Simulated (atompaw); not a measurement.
# Varying the PAW (atompaw) potential for iron (Fe)

Base potential:

Fe (Z = 26), PAW, made with atompaw 4.2.0.5 (PBE, scalar-relativistic). Core [Ne], reference 3s2 3p6 3d6 4s1 4p0 (charge +1). Waves: 3s (bound); 4s (bound); 3p (bound); 4p (bound, empty); 3d (bound); 3d channel at 0.8 Ry. Local part: vpsmatchnc scheme with l = 3 at -0.5 Ry, radius 1.60 bohr. Core correction: smooth core density matched at 1.15 bohr. Augmentation charge: sinc compensation charge, radius 1.50 bohr; PAW radius 1.90 bohr; waves and projectors: bloechl.

All-electron outer shells of the reference configuration (PBE, scalar-relativistic, ld1.x):

```tsv
shell	level (eV)	outermost node (bohr)	outermost maximum (bohr)
2p	-706.87	–	0.18
3s	-102.54	0.33	0.70
3p	-68.58	0.30	0.72
3d	-15.96	–	0.71
4s	-12.33	1.00	2.29
4p	-7.34	1.09	2.83
```

Cutoffs, loose and tight: the cutoffs (Ry, on a coarse ladder) from which the occupation-weighted sum of valence levels, in a spherical-Bessel basis at the reference potential, stays within 10 and 1 mRy of its value at 400 Ry. They see the waves, projectors and local potential, not the compensation charge or the core. A dash means not determined.

```tsv
change	outcome	cutoff, loose	cutoff, tight	bound ghosts
base	generated	110 Ry	140 Ry	none
augmentation sinc compensation charge, radius 1.38 bohr; PAW radius 1.90 bohr; waves and projectors: bloechl	generated	110 Ry	140 Ry	none
augmentation besselshape compensation charge, radius 1.50 bohr; PAW radius 1.90 bohr; waves and projectors: bloechl	generated	110 Ry	140 Ry	none
core correction smooth core density matched at 1.48 bohr	generated	110 Ry	140 Ry	none
reference 3s2 3p6 3d6 4s2 4p0	generated	110 Ry	140 Ry	none
local potential troulliermartins scheme with l = 3 at -0.5 Ry, radius 1.60 bohr	generated	70 Ry	90 Ry	none
waves 3s (bound): rc 1.35 bohr; 4s (bound): rc 1.40 bohr; 3p (bound): rc 1.30 bohr; 4p (bound): rc 1.90 bohr; 3d (bound): rc 1.90 bohr; 3d channel at 0.8 Ry: rc 1.90 bohr; augmentation sinc compensation charge, radius 1.50 bohr; PAW radius 1.90 bohr; waves and projectors: custom polynom vanderbiltortho	generated	70 Ry	90 Ry	none
```

Q: What comes out with this change to the base: local potential vpsmatchnc scheme with l = 3 at -0.5 Ry, radius 1.44 bohr?

A: outcome: generated; cutoff, loose: 140 Ry; cutoff, tight: 180 Ry; bound ghosts: none.
